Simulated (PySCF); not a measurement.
Au2H4S2Si2, SMILES [Au][S][SiH2][SiH2][S][Au], multiplicity 1. Atoms are numbered in the order given.

```xyz
10

Au     0.0848     4.4309     0.0001
S     -1.0507     2.4580    -0.0037
Si     0.5801     1.0333     0.0031
Si    -0.5801    -1.0333     0.0031
S      1.0507    -2.4580    -0.0037
Au    -0.0848    -4.4309     0.0001
H      1.4558     1.1215    -1.2172
H      1.4488     1.1251     1.2281
H     -1.4488    -1.1251     1.2281
H     -1.4558    -1.1215    -1.2172
```
Charge 0, spin multiplicity 1.

Geometry optimised at PBE-D3(BJ)/def2-SVP. The spin state was assumed, not searched. The def2 effective core potentials stand for the cores of Au; spin–orbit coupling is left out. Other conformers were not sampled.

Calculation: PBE-D3(BJ)/def2-SVP (PySCF).

Frequencies are harmonic and unscaled.

A small imaginary wavenumber (i) marks a very flat motion, where grid noise or a shallow saddle decides the sign.

Question: List the normal modes with their intensities. (The exact figures need the calculation; the answer reports its results.)

Answer: 
| mode | ν (cm⁻¹) | IR (km/mol) | moving atoms (share of kinetic energy) |
|---|---|---|---|
| 1 | 9i | 3.4 | S 65 %, Si 23 %, H 10 % |
| 2 | 18 | 0.5 | Si 53 %, Au 23 %, S 20 % |
| 3 | 27 | 0.4 | Si 46 %, S 29 %, Au 22 % |
| 4 | 45 | 0.0 | Si 56 %, S 26 %, H 15 % |
| 5 | 49 | 0.0 | Au 88 %, S 11 % |
| 6 | 97 | 0.0 | S 52 %, Si 36 % |
| 7 | 114 | 5.1 | Si 66 %, Au 13 %, S 12 %, H 9 % |
| 8 | 344 | 2.0 | S 85 %, Au 13 % |
| 9 | 353 | 0.0 | S 86 %, Au 11 % |
| 10 | 369 | 15.1 | H 95 % |
| 11 | 422 | 0.0 | Si 89 %, H 9 % |
| 12 | 473 | 63.9 | Si 51 %, S 47 % |
| 13 | 490 | 0.0 | Si 54 %, S 43 % |
| 14 | 535 | 0.0 | H 77 %, Si 21 % |
| 15 | 613 | 5.0 | H 94 % |
| 16 | 646 | 0.0 | H 99 % |
| 17 | 677 | 350.7 | H 90 % |
| 18 | 763 | 0.0 | H 89 %, Si 10 % |
| 19 | 903 | 0.0 | H 96 % |
| 20 | 912 | 128.3 | H 96 % |
| 21 | 2148 | 89.2 | H 98 % |
| 22 | 2148 | 0.0 | H 98 % |
| 23 | 2155 | 0.0 | H 96 % |
| 24 | 2163 | 125.6 | H 95 % |
